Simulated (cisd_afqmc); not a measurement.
Input (AFQMC/CISD/def2-SVP; cisd_afqmc is a phaseless AFQMC code with CISD trial states that reads the integrals written by Ansatz):

Ansatz 0.2 input:
```python
import cisd_afqmc

open("ham.yaml", "w").write("""\
crystal:
  periodic: [false, false, false]
  atoms:
    - {symbol: B, position_ang: [1.04349539, 1.24238244, -0.02826996]}
    - {symbol: I, position_ang: [-0.47191049, -0.30468828, -0.11699617]}
    - {symbol: O, position_ang: [2.17798181, 1.19286352, 0.64763281]}
    - {symbol: H, position_ang: [2.36992462, 0.39365829, 1.16108439]}
basis:
  gaussian:
    orbitals: def2-SVP
magnetization: {spin_polarized: true, initial_magnetization: 1}
correlation: {method: ccsd, electrons: outside_noble_gas, hamiltonian_folder: ham}
""")
rep = cisd_afqmc.ansatz("ham.yaml")
e_ccsd = rep["correlation"]["coupled_cluster"]["energy"]["hartree"]
out = cisd_afqmc.run("ham", e_ccsd, trial="CISD", walkers=200, populations=8, threads=8, dt=0.005, steps=40, early=36, settle=10, least=32,
    cut=5e-5, rank_cut=2e-4, target=0.0004, seconds=1500, seed=1, memory=17280, gpu=False)
```

Output:

```
orbitals 48, occupied [9, 8], factors 276 of 658, rank of the doubles 319 of 671
E(HF) = -396.723508
E(CCSD) on the cut factors = -397.086753, shift to the whole factors -0.000007
Energy of the trial state on the determinant = -397.086760
  tau behind 10.8 of longer steps, mean of the populations' last blocks
   2.0  -397.09867
   4.0  -397.09899
   6.0  -397.09857
   8.0  -397.09874
  10.0  -397.09810
blocks 392 (0 outliers left out), error by blocks joined: 1: 0.00020, 2: 0.00025, 4: 0.00030, 8: 0.00034, 16: 0.00039
E(AFQMC/CISD) = -397.09875 +/- 0.00039
```
